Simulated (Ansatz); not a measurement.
Reaction (cleavage of the Sn–Ge bond): `C[O][Sn]([F])([F])[GeH3]` + CH₃OH → `C[O][Sn]([F])([F])[O]C` + GeH₄

Isolated molecules relaxed with PBE0-D4/def2-TZVP in Ansatz; ΔE leaves out vibrations. CCSD(T)/CBS is the MP2 limit (def2-TZVPP, def2-QZVPP) plus CCSD(T) − MP2 in def2-TZVPP, frozen cores. This one scheme is used for every species. DFT in def2-TZVPP. def2 core potentials past Kr. For Ge, Sn outer-core shells are correlated without core-valence functions, which leaves a few kJ/mol of doubt a bond. Scalar relativity is left out up to krypton. Each species was taken in one conformer, which may not be the lowest.

(1) Is it downhill or uphill in electronic energy at CCSD(T)/CBS, and by how much? (Estimate.)

(2) What do these levels give: BLYP-D4, B97M-V, r2SCANh-D4, BHLYP-D4, ωB97X-V, PBE, PBE0, r2SCANh, LC-ωPBE, SCS-MP2/def2-TZVPP, HF/def2-QZVPP, SCS-MP2/def2-QZVPP? (Estimate.)

Largest T1 diagnostic among the species: 0.015.

## Answers

(1) Ansatz gave: Uphill: ΔE = +54.1 kJ/mol.

(2) Computed: BLYP-D4 58.1, B97M-V 42.1, r2SCANh-D4 58.5, BHLYP-D4 61.1, ωB97X-V 53.4, PBE 66.3, PBE0 67.6, r2SCANh 58.8, LC-ωPBE 56.1, SCS-MP2/def2-TZVPP 48.3, HF/def2-QZVPP 45.7, SCS-MP2/def2-QZVPP 49.2 kJ/mol.

At CCSD(T), def2-SVP lies −6.5 kJ/mol from the extrapolated value and def2-TZVPP −4.0 kJ/mol. Leaving LDA and LC-ωPBE aside and taking each functional with its dispersion term where it has one, the values, not all of them listed here, spread over 25.0 kJ/mol, from B97M-V to HSE06-D4. LDA lies +3.9 kJ/mol from PBE without D4.
